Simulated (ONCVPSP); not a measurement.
# Co (Z = 27), ONCV: configuration errors across variants

ONCVPSP 4.0.1 input, shortened (lines: element, Z, core and valence counts, functional; n l f; lmax; l rc ep ncon nbas qcut; lloc lpopt rc5 dvloc0; l nproj debl; icmod fcfact rcfact), PBE, scalar-relativistic:

```
  Co 27.00    3    4        4      upf
    1    0    2.00
    2    0    2.00
    2    1    6.00
    3    0    2.00
    3    1    6.00
    3    2    7.00
    4    0    1.00
    2
    0    1.10    0.00    4    8    8.90
    1    1.30    0.00    5    9   12.60
    2    0.95    0.00    5   10   17.70
    4    4    0.65    0.00
    0    2    4.00
    1    2    3.20
    2    2    2.80
    3    3.50    1.25
```

All-electron excitation energies from the reference (eV): (1) 3s2 3p6 3d7 4s2 -9.031; (2) 3s2 3p6 3d7 4s0 16.786; (3) 3s2 3p6 3d6 4s0 52.655; (4) 3s2 3p6 3d7 4s0 4p2 -0.052.

Errors AE − PS in meV (a dash: test not solved or not reliable):

| change | (1) | (2) | (3) | (4) | bound ghosts | GHOST(+) flags above zero |
| --- | --- | --- | --- | --- | --- | --- |
| base | +1.0 | -0.7 | -2.5 | +0.1 | none | none |
| all radii but the core radius scaled by about 0.78 (s 0.86, p 1.02, d 0.74 bohr); local potential polynomial inside 0.50 bohr (lpopt 4, dvloc0 0 Ha) | +0.9 | -0.9 | -0.7 | +0.1 | none | none |
| all radii but the core radius scaled by about 0.86 (s 0.94, p 1.12, d 0.82 bohr); local potential polynomial inside 0.56 bohr (lpopt 4, dvloc0 0 Ha) | +0.9 | -0.8 | -1.9 | +0.1 | none | s |
| all radii but the core radius scaled by about 1.06 (s 1.16, p 1.38, d 1.00 bohr); local potential polynomial inside 0.68 bohr (lpopt 4, dvloc0 0 Ha) | +1.0 | -0.7 | -2.5 | +0.1 | none | none |
| all radii but the core radius scaled by about 1.12 (s 1.24, p 1.46, d 1.06 bohr); local potential polynomial inside 0.72 bohr (lpopt 4, dvloc0 0 Ha) | +1.1 | -0.8 | -2.4 | +0.1 | none | none |
| all radii but the core radius scaled by about 1.22 (s 1.34, p 1.58, d 1.16 bohr); local potential polynomial inside 0.78 bohr (lpopt 4, dvloc0 0 Ha) | +1.1 | -0.9 | -2.0 | -0.1 | none | none |

Task: Give the same row for: all radii but the core radius scaled by about 1.31 (s 1.44, p 1.70, d 1.24 bohr); local potential polynomial inside 0.84 bohr (lpopt 4, dvloc0 0 Ha).

Result: +1.2, -1.0, -1.5, +0.1; bound ghosts: none; GHOST(+) flags above zero: none.
